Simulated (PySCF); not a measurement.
**Electron correlation in Co (cobalt, neutral)**

[Ar] 3d9, 2D determinant (an excited configuration). Calculation: PySCF 2.14, in x2c-TZVPPall with one added diffuse shell each of s, p, d, f type (7s6p5d3f1g, 80 functions); the spin-free X2C one-electron Hamiltonian (Gaussian nucleus). Frozen: [Ar]; 9 electrons correlated.

```
  level  correlation energy (mhartree)
   CCSD                        -370.48
    (T)                         -29.67
CCSD(T)                        -400.15
```

Diagnostics: T1 = 0.050, D1 = 0.1368, largest double amplitude 0.027.

Problem. Is a single reference adequate?

Solution. Largely. T1 is above 0.03 while the doubles stay small, so the singles mainly relax the orbitals.
